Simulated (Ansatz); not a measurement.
**Abstraction of H: C3H9B + GaHCl → C3H8B + GaH2Cl**

Gas-phase species: C3H9B `CBCC`, singlet; GaHCl `[Cl][GaH]`, doublet; C3H8B `C[B]CC`, doublet; GaH2Cl `[Cl][GaH2]`, singlet. A radical takes H: the energy is the difference in strength between the B–H bond broken and the Ga–H bond made.

Shapes, held fixed at every level: PBE0-D4/def2-TZVP. Flexible molecules stand in one conformer, not always the lowest. Programs: Ansatz 0.2.0. The zero-point and thermal change to 298 K, harmonic and unscaled (PBE0-D4/def2-TZVP), is -5.6 kJ/mol.

**Question.** Estimate ΔH(298 K) of this reaction.

**Answer.** The highest level, CCSD(T)/def2-TZVPP, gives ΔH(298 K) = +97.5 kJ/mol; the levels span +88.6 to +104.2. The column of differences is taken from that level and isn't an error. No measured value is set beside it here. Open shells run unrestricted. Relativity is left out for Ga. Outer-core shells of Ga are correlated, in sets that cover them unevenly.

| level | kind | ΔH(298 K) (kJ/mol) | less CCSD(T)/def2-TZVPP |
| --- | --- | --- | --- |
| MP2/def2-SVP | perturbation theory | +96.0 | -1.5 |
| HF/def2-SVP | Hartree–Fock | +88.6 | -8.9 |
| PBE-D4/def2-TZVPP | GGA | +102.5 | +5.0 |
| r2SCAN0-D4/def2-TZVPP | global hybrid | +95.4 | -2.1 |
| wB97X-V/def2-TZVPP | range-separated hybrid | +99.1 | +1.6 |
| B2PLYP/def2-TZVPP | double hybrid | +104.2 | +6.7 |
| CCSD/def2-SVP | coupled cluster or CI | +96.1 | -1.4 |
| CCSD(T)/def2-TZVPP | coupled cluster or CI | +97.5 | 0.0 |
